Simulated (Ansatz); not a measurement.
Program: Ansatz. Geometries: PBE0-D4/def2-TZVP. ΔE: electronic, gas phase. CCSD(T)/CBS is the MP2 limit (def2-TZVPP, def2-QZVPP) plus CCSD(T) − MP2 in def2-TZVPP, frozen cores. This one scheme is used for every species. DFT in def2-TZVPP. B3LYP here is the variant with VWN-RPA as its local correlation; programs differ in this. Each species was taken in one conformer, which may not be the lowest.

Reaction (formal exchange of groups at a C–O bond): `O=CCO` + `CCCCCC` → `CCCCCCCC=O` + H₂O

```
             level  ΔE (kJ/mol)  difference from CCSD(T)/CBS
            PBE-D4        -34.1                         14.1
          B3LYP-D4        -34.6                         13.6
           ωB97M-V        -38.4                          9.8
            B2PLYP        -36.7                         11.5
               PBE        -30.9                         17.3
              PBE0        -34.8                         13.4
     HF/def2-TZVPP        -33.1                         15.1
    MP2/def2-TZVPP        -49.6                         -1.4
SCS-MP2/def2-TZVPP        -45.1                          3.1
   CCSD/def2-TZVPP        -42.9                          5.3
CCSD(T)/def2-TZVPP        -43.6                          4.6
     HF/def2-QZVPP        -33.8                         14.4
    MP2/def2-QZVPP        -52.5                         -4.3
      HF/CBS(def2)        -33.9                         14.3
     MP2/CBS(def2)        -54.2                         -6.0
    CCSD/CBS(def2)        -47.5                          0.7
       CCSD(T)/CBS        -48.2                            0
```

Largest T1 diagnostic among the species: 0.014.

From PBE to PBE0 (25 % exact exchange), in def2-TZVPP and without D4, ΔE moves by −3.9 kJ/mol. In def2-TZVPP, CCSD(T) changes the Hartree–Fock value by −10.4 kJ/mol (the triples alone add −0.7 kJ/mol) and MP2 by −16.5 kJ/mol. The D4 term adds −4.4 kJ/mol with B3LYP and −3.1 kJ/mol with PBE0; it sums over pairs of atoms, weighted by their polarisabilities, and B3LYP, whose exchange is more repulsive, gets the larger term.
